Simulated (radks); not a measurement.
Lu3+, 68 electrons, occupied as [Xe] 4f13.75 6s0.25 (fractional occupations, a model configuration).

Method: Dirac Kohn-Sham, OLYP, spin-unpolarised, spherical densities, finite nucleus; open shells fill j = l - 1/2 first; Fermi nuclear charge, rms radius 5.37 fm; computed with a radial shooting solver on a logarithmic mesh with Libxc functionals.

Energy parts (hartree):
total: -14582.9223
kinetic: 16249.7677
electron-nucleus: -36186.5833
Hartree: 5660.7240
exchange-correlation: -306.8307

Orbitals (lengths in bohr, moments of r in powers of bohr; <r^-3> diverges for s and p1/2; r(max) is where P^2 peaks):
| orbital | occ. | eigenvalue (hartree) | <1/r> | <r^2> | r(max) | <r^-3> |
|---|---|---|---|---|---|---|
| 1s1/2 | 2 | -2321.364 | 82.17 | 0.0005124 | 0.01213 | - |
| 2s1/2 | 2 | -396.0520 | 19.88 | 0.007862 | 0.06950 | - |
| 2p1/2 | 2 | -378.1541 | 19.86 | 0.005641 | 0.05193 | - |
| 2p3/2 | 4 | -337.0974 | 16.96 | 0.006849 | 0.05845 | 14140 |
| 3s1/2 | 2 | -90.62114 | 7.292 | 0.05158 | 0.1960 | - |
| 3p1/2 | 2 | -82.69095 | 7.210 | 0.04751 | 0.1838 | - |
| 3p3/2 | 4 | -73.92886 | 6.464 | 0.05421 | 0.1973 | 3145 |
| 3d3/2 | 4 | -60.46037 | 6.356 | 0.04231 | 0.1551 | 540.6 |
| 3d5/2 | 6 | -58.54439 | 6.177 | 0.04416 | 0.1588 | 466.2 |
| 4s1/2 | 2 | -18.90940 | 3.055 | 0.2579 | 0.4464 | - |
| 4p1/2 | 2 | -15.67717 | 2.946 | 0.2677 | 0.4472 | - |
| 4p3/2 | 4 | -13.68011 | 2.686 | 0.3048 | 0.4760 | 716.7 |
| 4d3/2 | 4 | -8.36221 | 2.466 | 0.3389 | 0.4754 | 106.5 |
| 4d5/2 | 6 | -7.99685 | 2.402 | 0.3534 | 0.4847 | 89.99 |
| 5s1/2 | 2 | -3.29467 | 1.154 | 1.511 | 1.041 | - |
| 5p1/2 | 2 | -2.38439 | 1.027 | 1.873 | 1.127 | - |
| 5p3/2 | 4 | -2.11672 | 0.9403 | 2.176 | 1.212 | 94.58 |
| 4f5/2 | 6 | -1.47367 | 1.868 | 0.6321 | 0.4645 | 14.62 |
| 4f7/2 | 7.75 | -1.41629 | 1.838 | 0.6583 | 0.4699 | 13.92 |
| 6s1/2 | 0.25 | -0.93430 | 0.4364 | 9.414 | 2.664 | - |

The highest occupied level is 6s1/2 at -25.424 eV. Summed over all electrons, <r^2> = 33.37 bohr^2, which gives a Langevin (diamagnetic) susceptibility term of -26.4 x 10^-6 cm^3/mol. The electron density at the nucleus is 1.112e+06 e/bohr^3.
